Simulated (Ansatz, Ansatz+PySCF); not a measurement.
```xyz
2

Li    0.0000    0.0000   -1.0641
B     0.0000    0.0000    1.0641
```

Basis set: def2-SVP (spherical functions). Correlated methods keep 1 orbital frozen. Charge 0, multiplicity 3.

Computed with Ansatz (development build ahead of 0.2.0); each method stands on the lowest determinant of its kind that the runs found.

Task: Give the atomization energy at this shape (free ground-state atoms in the same class of orbitals less the molecule, no zero-point energy) of triplet LiB by UHF-CCSD(T), UHF-MP2, ROHF, UHF.

Result:

```csv
method,atomization energy
UHF-CCSD(T),1.00 eV
UHF-MP2,1.06 eV
ROHF,0.87 eV
UHF,0.84 eV
```
